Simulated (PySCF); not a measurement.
Excitations are Tamm–Dancoff values on a coarser integration grid. The basis has no diffuse functions, so Rydberg states are missing or too high.

C3H5Cl, SMILES `ClC1CC1` (charge 0, multiplicity 1)

Calculation: TPSSh-D3(BJ)/def2-TZVP (PySCF).

```
Item                                            Value
----------------------  -----------------------------
HOMO                                         -7.04 eV
dipole moment                                  1.97 D
LUMO                                          0.35 eV
HOMO–LUMO gap                                 7.40 eV
S1 excitation (TDA)                           6.85 eV
S1 oscillator strength                          0.000
T1 excitation (TDA)                           6.09 eV
S1–T1 gap (TDA)                               0.76 eV
total energy                             -577.5856 Ha
cost                    around 5 core-minutes (rough)
```

Bonded distances (Å): Cl1–C2 1.769, C2–C3 1.494, C2–C4 1.494, C2–H5 1.081, C3–C4 1.511, C3–H6 1.083, C3–H7 1.082, C4–H8 1.082, C4–H9 1.083. Bond angles (°): Cl1–C2–C3 119.2, Cl1–C2–C4 119.2, Cl1–C2–H5 110.8, C3–C2–C4 60.8, C3–C2–H5 119.5, C4–C2–H5 119.5, C2–C3–C4 59.6, C2–C3–H6 117.5, C2–C3–H7 117.2, C4–C3–H6 119.0, C4–C3–H7 117.2, H6–C3–H7 115.1, C2–C4–C3 59.6, C2–C4–H8 117.2, C2–C4–H9 117.5, C3–C4–H8 117.2, C3–C4–H9 119.0, H8–C4–H9 115.1.
Charge 0, spin multiplicity 1.
